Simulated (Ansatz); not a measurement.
A set of 12 reactions (bond dissociation), with CCSD(T)/CBS values in kJ/mol:

| reaction | ΔE |
| --- | --- |
| `[SiH3][AlH][Br]` → `[AlH][Br]`• + `[SiH3]`• | 303.8 |
| `C[CH2][GaH][NH2]` → `C[CH2][Ga][NH2]`• + H• | 368.7 |
| `O=C=[N][GaH][Cl]` → `[Cl][GaH]`• + `[N]=C=O`• | 460.6 |
| `CC(C)[O][GaH][F]` → `[F][GaH]`• + `CC(C)[O]`• | 432.7 |
| `CO[SiH](O)Cl` → `C[O]`• + `O[SiH]Cl`• | 531.5 |
| `C[SiH2]SS` → `[SH]`• + `C[SiH2][S]`• | 280.9 |
| `[GeH3][O][GeH3]` → `[GeH3]`• + `[O][GeH3]`• | 456.5 |
| `CO[Si](C)(O)F` → `[CH3]`• + `CO[Si](O)F`• | 434.9 |
| `C[Si](O)(Cl)Br` → Br• + `C[Si](O)Cl`• | 441.1 |
| `C[CH2][Mg][CH3]` → `[CH3]`• + `C[CH2][Mg]`• | 292.4 |
| `[F][Al]([SH])[Br]` → `[F][Al][Br]`• + `[SH]`• | 406.0 |
| `Cl[SiH](Cl)C[CH2][GeH3]` → `[CH2][CH2][GeH3]`• + `Cl[SiH]Cl`• | 381.0 |

Gas-phase electronic energies from Ansatz, PBE0-D4/def2-TZVP geometries. CCSD(T)/CBS is the MP2 limit (def2-TZVPP, def2-QZVPP) plus CCSD(T) − MP2 in def2-TZVPP, frozen cores. This one scheme is used for every species, atoms too. Functionals use def2-TZVPP. B3LYP here is the variant with VWN-RPA as its local correlation; programs differ in this. Open shells (•) are unrestricted, without spin–orbit coupling. Spin–orbit coupling would lower the free atoms: clearly for Br. For Br, Ga, Ge, Mg outer-core shells are correlated without core-valence functions, so the limit isn't a true one: a few kJ/mol of doubt a bond, and 10 to 20 or more in all where bonds break to atoms. Scalar relativity is left out up to krypton. One conformer a species, not always the lowest.

**Question.** Give the mean, mean absolute and largest difference (level minus CCSD(T)/CBS, kJ/mol) for: PBE-D4, r2SCAN-D4, PBE0-D4, B3LYP-D4, ωB97M-V, B2PLYP, PBE, r2SCAN, CCSD/def2-TZVPP, CCSD(T)/def2-TZVPP, HF/def2-QZVPP, MP2/def2-QZVPP, SCS-MP2/def2-QZVPP, HF/CBS(def2). (An estimate is asked.)

**Answer.** Ansatz gave: 
| level | mean | mean absolute | largest |
| --- | --- | --- | --- |
| PBE-D4 | -27.6 | 29.5 | -51.4 |
| r2SCAN-D4 | -33.2 | 33.2 | -49.0 |
| PBE0-D4 | -25.2 | 25.2 | -45.4 |
| B3LYP-D4 | -31.3 | 31.3 | -49.5 |
| ωB97M-V | -9.3 | 10.9 | -30.5 |
| B2PLYP | -25.5 | 25.5 | -35.2 |
| PBE | -35.4 | 35.5 | -60.5 |
| r2SCAN | -35.3 | 35.3 | -52.2 |
| CCSD/def2-TZVPP | -23.2 | 23.2 | -37.5 |
| CCSD(T)/def2-TZVPP | -14.5 | 14.5 | -25.9 |
| HF/def2-QZVPP | -126.9 | 126.9 | -162.5 |
| MP2/def2-QZVPP | 14.7 | 18.8 | 50.1 |
| SCS-MP2/def2-QZVPP | 8.1 | 10.1 | 37.9 |
| HF/CBS(def2) | -127.0 | 127.0 | -162.6 |

The largest T1 diagnostic in the set is 0.026, for `[N]=C=O`• (customary mark 0.045).

CCSD(T)/CBS is a level of theory with its own doubt, and the functionals carry their triple-zeta basis error, so these figures describe this set and don't rank the functionals.
